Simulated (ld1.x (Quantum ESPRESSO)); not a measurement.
**Te: excitation energies, all-electron against PAW**

```json
{
 "Element": "tellurium",
 "Generator": "ld1.x (Quantum ESPRESSO) 7.5",
 "Type": "PAW",
 "Functional": "LDA (PZ)",
 "Relativity": "scalar-relativistic",
 "Frozen core": "[Kr]",
 "Valence charge": "16",
 "Reference configuration": "4d10 5s2 5p4",
 "Partial waves": "5s (bound): rcut 1.45, rcutus 1.85 bohr; 5s channel at 0.25 Ry: rcut 1.45, rcutus 1.85 bohr; 5p (bound): rcut 2.25, rcutus 2.40 bohr; 5p channel at -0.1 Ry: rcut 2.25, rcutus 2.40 bohr; 4d (bound): rcut 1.05, rcutus 1.45 bohr; 4d channel at -2.45 Ry: rcut 1.05, rcutus 1.45 bohr",
 "Local potential": "all-electron potential smoothed inside 1.85 bohr (lloc = -2)",
 "Core correction": "Bessel-smoothed model core, default radius (core density twice the valence density)",
 "Augmentation charge": "BESSEL, radius 1.10 bohr"
}
```

Energies are relative to the spin-unpolarised reference configuration 4d10 5s2 5p4; without spin polarisation the order of configurations can differ from experiment. Spin-polarised rows fill each open shell by Hund’s rule, majority spin first.

```tsv
valence configuration	charge	ΔE all-electron (eV)	error AE − PS (meV)
4d10 5s2 5p2	+2	28.089	-6.0
4d10 5s2 5p1	+3	55.321	-12
4d9 5s2 5p5	0	38.151	+3.5
4d10 5s2 5p3.5	+0.5	3.985	-1.0
4d9 5s2 5p4	+1	49.313	-30
4d10 5s2 5p4 (spin-polarised)	0	-0.480	+0.5
4d10 5s2 5p3 (spin-polarised)	+1	8.605	-0.8
```

Problem. What are ΔE and the potential's error for 4d10 5s2 5p3?

Solution. ΔE = 9.916 eV all-electron; the error (AE − PS) is -2.3 meV.

Problem. What are ΔE and the potential's error for 4d10 5s2 5p0?

Solution. ΔE = 92.227 eV all-electron; the error (AE − PS) is -21 meV.

Levels in the configuration 4d10 5s2 5p4 (spin-polarised):

```csv
level,all-electron (eV),pseudo (eV)
4d up,-41.720,-41.724
5s up,-15.762,-15.762
5p up,-6.516,-6.516
4d down,-41.511,-41.515
5s down,-14.774,-14.775
5p down,-5.548,-5.548
```
